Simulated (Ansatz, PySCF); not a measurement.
Energy difference R1 + 2 R2 → P1 + P2, each structure at its B3LYP-D3(BJ)/def2-TZVP stationary point, reached from a drawn start (curvature not checked).
P1, AlH3O3 (SMILES [OH][Al]([OH])[OH]) (charge 0, multiplicity 1):
```xyz
7

Al     0.000     0.000     0.000
O      1.683    -0.017     0.180
H      2.182    -0.820     0.336
O     -0.807     1.462    -0.275
H     -0.354     2.304    -0.337
O     -0.876    -1.445     0.096
H     -1.829    -1.484     0.001
```
R1, AlHO (SMILES [OH][Al]) (charge 0, multiplicity 1, Z-matrix in Å and degrees):
```
O
H 1 0.9529
Al 1 1.6815 2 179.91
```
P2: H2 (SMILES [H][H]), charge 0, multiplicity 1.
R2, H2O (SMILES O) (charge 0, multiplicity 1):
```xyz
3

O      0.0000     0.0000     0.3896
H      0.0000     0.7650    -0.1949
H      0.0000    -0.7650    -0.1949
```

P less R. No zero-point or thermal terms. One arrangement of each flexible species, with no search for the lowest.

Frozen-core correlation throughout. CBS: X⁻³ extrapolation of the correlation energy, Hartree–Fock from the larger set.

Codes used: Ansatz (Gaussian orbitals); PySCF for the D3/D4 terms. All values are computed, each at the level named.

Task: What is the computed reaction energy (revPBE/def2-TZVPP)?

Result: -2.85 eV

Task: What is the computed reaction energy (revPBE-D4/def2-TZVPP)?

Result: -3.01 eV

Task: Predict the reaction energy from CCSD(T)/CBS(cc-pV(T+d)Z, cc-pV(Q+d)Z).

Result: -3.32 eV

Ansatz is a program for electronic structure.
